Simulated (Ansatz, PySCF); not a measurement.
CH8Ge2, SMILES [GeH3][GeH2][CH3]. Atoms are numbered in the order given.

```xyz
11

C     -1.1669    -2.0501     0.0000
Ge     0.4411    -0.9333     0.0000
Ge    -0.1432     1.4185     0.0000
H     -0.8913    -3.1146     0.0000
H     -1.7747    -1.8446    -0.8927
H     -1.7747    -1.8446     0.8927
H      1.2951    -1.2462     1.2473
H      1.2951    -1.2462    -1.2473
H     -0.9812     1.7653    -1.2469
H     -0.9812     1.7653     1.2469
H      1.1131     2.3099     0.0000
```

Geometry optimised at PBE0-D3(BJ)/def2-SVP. This is a generated structure with no PubChem entry under its InChIKey; it may be hypothetical.

Two levels are set side by side: PBE-D3(BJ)/def2-SVP (Ansatz, a program for electronic structure) and PBE0-D3(BJ)/def2-SVP (Ansatz). Each level has its own optimised geometry; the coordinates shown are those of the second. Frequencies come from the Hessian of PySCF at each geometry. Differences are taken from unrounded values.

| quantity | PBE0-D3(BJ) |
|---|---|
| mean bond length (Å) | 1.539 |
| bond C1–Ge2 (Å) | 1.958 |
| bond Ge2–Ge3 (Å) | 2.423 |
| bond C1–H4 (Å) | 1.100 |
| bond C1–H5 (Å) | 1.099 |
| bond C1–H6 (Å) | 1.099 |
| bond Ge2–H7 (Å) | 1.544 |
| bond Ge2–H8 (Å) | 1.544 |
| bond Ge3–H9 (Å) | 1.542 |
| bond Ge3–H10 (Å) | 1.542 |
| bond Ge3–H11 (Å) | 1.540 |
| highest harmonic wavenumber (cm⁻¹) | 3183 |
| mean harmonic wavenumber (cm⁻¹) | 1229 |
| zero-point energy (kcal/mol) | 47.43 |

What does PBE-D3(BJ) give, and how far is it from PBE0-D3(BJ)? (An estimate is asked for; the answer gives what the named calculation found.)


```
quantity                            PBE-D3(BJ)  PBE-D3(BJ) minus PBE0-D3(BJ)
----------------------------------  ----------  ----------------------------
mean bond length (Å)                     1.550                         0.011
bond C1–Ge2 (Å)                          1.973                         0.015
bond Ge2–Ge3 (Å)                         2.438                         0.014
bond C1–H4 (Å)                           1.107                         0.008
bond C1–H5 (Å)                           1.107                         0.008
bond C1–H6 (Å)                           1.107                         0.008
bond Ge2–H7 (Å)                          1.556                         0.012
bond Ge2–H8 (Å)                          1.556                         0.012
bond Ge3–H9 (Å)                          1.554                         0.012
bond Ge3–H10 (Å)                         1.554                         0.012
bond Ge3–H11 (Å)                         1.552                         0.012
highest harmonic wavenumber (cm⁻¹)        3097                           -85
mean harmonic wavenumber (cm⁻¹)           1187                           -41
zero-point energy (kcal/mol)             45.83                         -1.60
```

Exact exchange shortens and stiffens bonds; PBE has none. Differences between two approximate levels are no errors against the true value.
